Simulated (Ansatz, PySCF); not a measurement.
CsI. Atoms are numbered in the order given.

```xyz
2

Cs     0.0000     0.0000    -1.6589
I      0.0000     0.0000     1.7215
```
Charge 0, spin multiplicity 1.

Coordinates come from a B3LYP-D3(BJ)/def2-TZVPD optimisation. The def2 effective core potentials stand for the cores of Cs, I; spin–orbit coupling is left out.

Vertical ionisation energy (IE) and electron affinity (EA) in eV. Rows of orbital energies are one-electron estimates. Where ΔSCF, EOM or ADC give a negative EA the extra electron is unbound and the value depends on the basis.

```json
[
 {"level": "−ε(HOMO), −ε(LUMO), ωB97X/def2-TZVPD (PySCF)", "IE": "7.43", "EA": "0.14"},
 {"level": "−ε(HOMO), −ε(LUMO), B3LYP/def2-TZVPD (PySCF)", "IE": "5.11", "EA": "1.58"},
 {"level": "−ε(HOMO), −ε(LUMO), PBE/def2-TZVPD (PySCF)", "IE": "4.35", "EA": "1.80"},
 {"level": "ΔSCF, PBE0/def2-TZVPD (Ansatz), final states of multiplicity 2 and 2", "IE": "7.48", "EA": "0.61"},
 {"level": "ΔSCF, PBE/def2-TZVPD (Ansatz), final states of multiplicity 2 and 2", "IE": "7.51", "EA": "0.62"}
]
```

**Question.** What vertical singlet–triplet gap does ΔSCF give with PBE0/def2-TZVPD (Ansatz, a program for electronic structure) and with PBE/def2-TZVPD (Ansatz)? (The exact figures need the calculation; the answer reports its results.)

**Answer.** 3.87 and 3.81 eV (triplet above singlet where positive).
